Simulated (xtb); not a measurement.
xtb input (GFN-FF):

```bash
xtb mol.xyz --gfnff --opt tight --chrg 0 --uhf 0
```
mol.xyz:
```
15

Si    -0.86542149    -0.20258069    -0.57821662
C     -1.34035335     1.59799113    -0.71983375
C     -1.77066485    -1.02932094     0.83052115
O      0.76023833    -0.33040083    -0.34317248
Si     2.05129113     0.01959226     0.59059438
H     -1.16335823    -0.90420026    -1.84986879
H     -2.40853551     1.70189537    -0.92575793
H     -0.79354970     2.08651555    -1.52871823
H     -1.12461351     2.13642241     0.20625217
H     -1.47581179    -2.07607318     0.92694719
H     -1.56067703    -0.53105675     1.78010648
H     -2.85090893    -0.99814956     0.66833709
H      3.26055513    -0.56160609    -0.03149598
H      1.87822455    -0.54886167     1.94971432
H      2.22070249     1.48813767     0.71245038
```

End of the output:

```
         :::::::::::::::::::::::::::::::::::::::::::::::::::::
         ::                     SUMMARY                     ::
         :::::::::::::::::::::::::::::::::::::::::::::::::::::
         :: total energy              -1.823926909664 Eh    ::
         :: gradient norm              0.000196898820 Eh/a0 ::
         ::.................................................::
         :: bond energy               -1.864500386528 Eh    ::
         :: angle energy               0.029288134678 Eh    ::
         :: torsion energy            -0.000143799592 Eh    ::
         :: repulsion energy           0.078560453000 Eh    ::
         :: electrostat energy        -0.058785117019 Eh    ::
         :: dispersion energy         -0.008061189894 Eh    ::
         :: HB energy                  0.000000000000 Eh    ::
         :: XB energy                  0.000000000000 Eh    ::
         :: bonded atm energy         -0.000285004309 Eh    ::
         :: external energy            0.000000000000 Eh    ::
         :: add. restraining           0.000000000000 Eh    ::
         :: total charge               0.000000000000 e     ::
         :::::::::::::::::::::::::::::::::::::::::::::::::::::

           -------------------------------------------------
          |                Property Printout                |
           -------------------------------------------------
Note: The following floating-point exceptions are signalling: IEEE_UNDERFLOW_FLAG IEEE_DENORMAL
normal termination of xtb

molecular dipole:
                 x           y           z       tot (Debye)
 q only:       -0.339       0.305       0.405       1.549
           -------------------------------------------------
          |                Geometry Summary                 |
           -------------------------------------------------

      molecular mass/u    :      106.2712816
   center of mass at/Å    :        0.0310013      -0.0402959      -0.0554129
  moments of inertia/u·Å² :        0.1166150E+03   0.2665883E+03   0.3159138E+03
rotational constants/cm⁻¹ :        0.1445580E+00   0.6323470E-01   0.5336150E-01

 * 14 selected distances

     #   Z          #   Z                                           value/Å
     1  14 Si       2   6 C                                       1.8723265 (max)
     1  14 Si       3   6 C                                       1.8722955
     1  14 Si       4   8 O                                       1.6772765
     4   8 O        5  14 Si                                      1.6770119
     1  14 Si       6   1 H                                       1.4618009
     2   6 C        7   1 H                                       1.0865783
     2   6 C        8   1 H                                       1.0861734 (min)
     2   6 C        9   1 H                                       1.0862126
     3   6 C       10   1 H                                       1.0861789
     3   6 C       11   1 H                                       1.0862258
     3   6 C       12   1 H                                       1.0866013
     5  14 Si      13   1 H                                       1.4676963
     5  14 Si      14   1 H                                       1.4670752
     5  14 Si      15   1 H                                       1.4669802

 * 4 distinct bonds (by element types)

   Z      Z             #   av. dist./Å        max./Å        min./Å
   1 H    6 C           6     1.0863284     1.0866013     1.0861734
   1 H   14 Si          4     1.4658882     1.4676963     1.4618009
   6 C   14 Si          2     1.8723110     1.8723265     1.8722955
   8 O   14 Si          2     1.6771442     1.6772765     1.6770119

optimized geometry written to: xtbopt.xyz

           -------------------------------------------------
          | TOTAL ENERGY               -1.823926909664 Eh   |
          | GRADIENT NORM               0.000196898820 Eh/α |
           -------------------------------------------------
########################################################################
[WARNING] Runtime exception occurred
-1- gfnff_setup: Could not read topology file.
########################################################################

------------------------------------------------------------------------
------------------------------------------------------------------------
 total:
 SCF:
 ANC optimizer:
```
